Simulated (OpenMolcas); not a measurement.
An OpenMolcas run meant for Sc (ANO-RCC-VDZ, DKH2; inactive shells 1s 2s 2p 3s 3p; intended active space 3 electrons in 6 orbitals (3d 4s)). One step of its input:

```
&CASPT2
Multistate=10 1 2 3 4 5 6 7 8 9 10
Frozen=2 3
IPEA=0.25
Imaginary=5.0
MaxIter=60
WThr=0.0 0.3 0.05
PrWF=0.5
NoMix
```

The run finished. Its levels beside those of a sound run (MS-CASPT2, IPEA 0.25 Eh, imaginary shift 0.1 Eh (closed shells correlated: 3s 3p)), in cm-1 above each run's lowest level:

| Level | This run | Usual run |
| --- | --- | --- |
| 3d 4s2 2D 3/2 | 0.0 | 0.0 |
| 3d 4s2 2D 5/2 | 140 | 143 |
| 3d2 4s 4F 3/2 | 7795 | 15141 |
| 3d2 4s 4F 5/2 | 7843 | 15189 |
| 3d2 4s 4F 7/2 | 7909 | 15255 |
| 3d2 4s 4F 9/2 | 7994 | 15340 |
| 3d2 4s 2F 5/2 | 15085 | 20128 |
| 3d2 4s 2F 7/2 | 15220 | 20264 |
| 3d2 4s 4P 1/2 | 16214 | 22014 |
| 3d2 4s 4P 3/2 | 16242 | 22041 |
| 3d2 4s 4P 5/2 | 16285 | 22082 |
| 3d2 4s 2D 3/2 | 17617 | 23012 |
| 3d2 4s 2D 5/2 | 17629 | 23023 |
| 3d2 4s 2P 1/2 | 22849 | 25847 |

Task: Which setting is unsound, and how much does it matter here?

Result: The level shift is far above the usual 0.1 to 0.3 hartree and damps the second-order energy. Against the sound run the excited levels shown move by 5400 cm-1 on average and by 7300 cm-1 at most.

Term energies are means over components that CASPT2 splits; among the terms shown or strongly mixed into the levels shown the widest spread is 940 cm-1 (3d2 4s 2F, the sound run). A single d shell beside an s shell can misplace configurations of different d count against each other. Only configurations of the active space appear.
